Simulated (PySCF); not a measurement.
In³⁺: ionisation energy

In³⁺ [Kr] 4d10 → In⁴⁺ [Kr] 4d9 [4d3/2^4 4d5/2^5, M_J = 5/2], as a difference of total energies. Calculation: PySCF 2.14, in x2c-TZVPPall-2c; the two-component X2C-1e Hamiltonian. Correlated levels: [Ar] 3d10 frozen; the 6 highest virtual spinors dropped. "Screened" scales the spin-orbit matrix elements by Boettger's factors to mimic the two-electron term; Breit and QED terms are absent.

Question: Order these methods by the ionisation energy they give, lowest first.
A. GMP2 (spin-free)
B. GHF (spin-free)
C. GHF (screened spin-orbit)
D. GMP2 (screened spin-orbit)

Answer: C (54.284 eV), B (54.654 eV), D (55.519 eV), A (55.893 eV).

The spin-free rows lack the spin-orbit shift.

Errors of the correlated levels include the incompleteness of this basis and the frozen core.

For comparison: 55.45 ± 0.04 eV (measured; NIST Atomic Spectra Database, ionization energies).
